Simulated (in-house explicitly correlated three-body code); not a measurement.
Computed with an exponentially correlated three-body code. Model: two electrons around a point charge, non-relativistic, variational in 260 exponentially correlated functions (energies converged to about 1e-7 hartree, or 1e-8 relative for large Z).

For this charge the correlation energy is taken as exact minus Hartree-Fock, from which it differs by microhartrees, and the kinetic parts follow from it.

For two electrons in a singlet the Kohn-Sham orbital is the square root of half the density, so the exact Kohn-Sham potential and energy parts follow from the density alone, and exchange is minus half the Hartree energy. The Kohn-Sham level equals minus the binding energy of the second electron.

Command:
```bash
python run_hyl.py task.json out
```
Settings (lengths in bohr, energies in hartree):
```
Z                      7.2
interaction_strength   1
functions              260
states_tried           13
```

Cost of the run: 62 s on 1 thread of Intel(R) Xeon(R) Platinum 8175M CPU @ 2.50GHz (Skylake/Cascade Lake), with other jobs on the host.

**Those bound S and P states to n = 4 that converged, binding against the one-electron ion.**

Given: nuclear charge 7.2.

Computed: one-electron threshold -25.92 hartree.

```tsv
term	energy (hartree)	binding (eV)	quantum defect
1 1S	-47.4964784	587.13	0.056186
2 3S	-31.0950723	140.82	0.072837
2 3P	-30.8502774	134.16	0.025573
2 1S	?	?	?
2 1P	-30.6822512	129.59	-0.0089565
3 3S	?	?	?
3 1S	-28.0914638	59.089	0.024908
3 3P	-28.0914631	59.089	0.024908
3 1P	-28.0445267	57.811	-0.0077767
4 3S	-27.163356	33.833	0.068313
4 1S	-27.1364793	33.102	0.025117
4 3P	-27.1362111	33.095	0.024679
4 1P	-27.1168475	32.568	-0.0073501
```

Question: What belongs in the row 2 1S?

Answer: energy (hartree): -30.8440876; binding (eV): 133.99; quantum defect: 0.024333.

Question: What belongs in the row 3 3S?

Answer: energy (hartree): -28.1578656; binding (eV): 60.895; quantum defect: 0.069379.

**Exact Kohn-Sham parts of the ground state from its density.**

Computed: Kohn-Sham kinetic 47.453 hartree; exchange energy -4.2773 hartree; kinetic part of the DFT correlation energy 0.043749 hartree; potential part of the DFT correlation energy -0.089068 hartree; exact minus restricted Hartree-Fock -0.045319 hartree; Kohn-Sham level -587.13 eV; restricted Hartree-Fock level -587.41 eV; dipole polarisability 0.0041331 bohr³; C6 of two such species 0.00025255 hartree·bohr⁶.

Question: What is the Hartree energy?

Answer: 8.5546 hartree.

Question: What is the total energy?

Answer: -47.4964784 hartree.

**Functionals on the exact density and self-consistent, errors are functional minus exact, hybrids only self-consistent, a dash where a self-consistent run leaves the top level unbound.**

| result | exchange error (millihartree) | correlation error (millihartree) | functional driven error (millihartree) | density driven error (millihartree) | self consistent total error (millihartree) | top level plus exact binding (eV) |
| --- | --- | --- | --- | --- | --- | --- |
| SCAN | -4.1197 | 1.9566 | -2.1631 | -0.3125 | -2.4756 | 37.405 |
| revTPSS | -3.1669 | -5.2927 | -8.4596 | -0.23464 | -8.6942 | 38.233 |
| B3LYP VWN-RPA | - | - | - | - | 30.481 | 32.918 |
| HSE06 | - | - | - | - | 53.136 | 31.69 |
| PBEsol | 264.78 | -15.879 | 248.9 | -1.3932 | 247.51 | 44.058 |
| LDA PW92 | 604.94 | -137.98 | 466.96 | -2.5526 | 464.41 | 45.954 |
| OLYP | 20.562 | -4.8714 | 15.691 | -1.3715 | 14.319 | 41.413 |
| TPSS | -3.7007 | -3.1072 | -6.8079 | -0.35538 | -7.1632 | 38.856 |
| RPBE | 9.1601 | -2.1997 | 6.9605 | -1.4314 | 5.5291 | 41.615 |
| wB97X | - | - | - | - | -96.185 | 30.749 |
| PBE0 | - | - | - | - | 58.11 | 31.305 |
| AM05 | 467.57 | -114.5 | 353.07 | -1.7163 | 351.36 | 45.377 |
| BP86 | 29.757 | -20.464 | 9.2935 | -0.90673 | 8.3868 | 41.528 |
| PW91 | 68.502 | -13.528 | 54.975 | -1.3991 | 53.575 | 41.638 |
| BLYP | ? | ? | ? | ? | ? | ? |
| r2SCAN0 | - | - | - | - | -1.2961 | 27.832 |
| r2SCAN | ? | ? | ? | ? | ? | ? |
| LDA VWN5 | 604.94 | -138.94 | 466 | -2.5508 | 463.45 | 45.94 |
| M06-L | -48.089 | -11.307 | -59.396 | -2.3372 | -61.733 | 36.956 |
| PBE | 81.342 | -2.1997 | 79.143 | -1.3647 | 77.778 | 42.111 |

Question: What belongs in the row BLYP?

Answer: exchange error (millihartree): 29.757; correlation error (millihartree): -4.8714; functional driven error (millihartree): 24.886; density driven error (millihartree): -1.461; self consistent total error (millihartree): 23.425; top level plus exact binding (eV): 41.379.

Question: What belongs in the row r2SCAN?

Answer: exchange error (millihartree): -4.1197; correlation error (millihartree): 1.9566; functional driven error (millihartree): -2.1631; density driven error (millihartree): -0.3125; self consistent total error (millihartree): -2.4756; top level plus exact binding (eV): 37.405.

**Density and exact potentials over r, pair density (one pair, times 4 pi r12^2) and exact minus Kohn-Sham pair density over r12.**

```csv
radius (bohr),radial density (electrons/bohr),exchange potential (hartree),intracule density (1/bohr),Coulomb hole against Kohn-Sham (1/bohr),correlation potential (hartree)
0.0594,4.1051,-6.3558,0.47093,-0.04583,-0.014
0.0689,4.8278,-6.2148,0.61618,-0.05535,-0.007
0.0798,5.552,-6.0457,0.79631,-0.06508,0
0.0926,6.2428,-5.8411,1.0196,-0.07422,0.006
0.107,6.8101,-5.608,1.2764,-0.08101,0.012
0.124,7.211,-5.3343,1.5736,-0.08394,0.017
0.144,7.3609,-5.0208,1.8966,-0.08071,0.02
0.167,7.1974,-4.678,2.2115,-0.06964,0.021
0.194,?,?,?,?,?
0.225,5.8816,-3.9187,2.6576,-0.02397,0.017
0.261,4.8396,-3.5255,2.6865,0.004436,0.014
0.303,3.6846,-3.1351,2.5349,0.0291,0.01
0.351,2.5818,-2.7661,2.2083,0.04368,0.007
0.407,1.6316,-2.4194,1.7462,0.04568,0.004
0.472,0.91652,-2.1035,1.232,0.03682,0.002
0.547,?,?,?,?,?
0.635,0.18769,-1.5732,0.40022,0.01045,0.001
```

Question: What belongs in the row 0.194?

Answer: radial density (electrons/bohr): 6.6922; exchange potential (hartree): -4.305; intracule density (1/bohr): 2.4838; Coulomb hole against Kohn-Sham (1/bohr): -0.05002; correlation potential (hartree): 0.02.

Question: What belongs in the row 0.547?

Answer: radial density (electrons/bohr): 0.45095; exchange potential (hartree): -1.8227; intracule density (1/bohr): 0.76217; Coulomb hole against Kohn-Sham (1/bohr): 0.023; correlation potential (hartree): 0.001.

The density-driven part is never positive, since each functional's own density lowers its energy. Here it is small beside the functional-driven part (median ratio 0.039), the normal case.
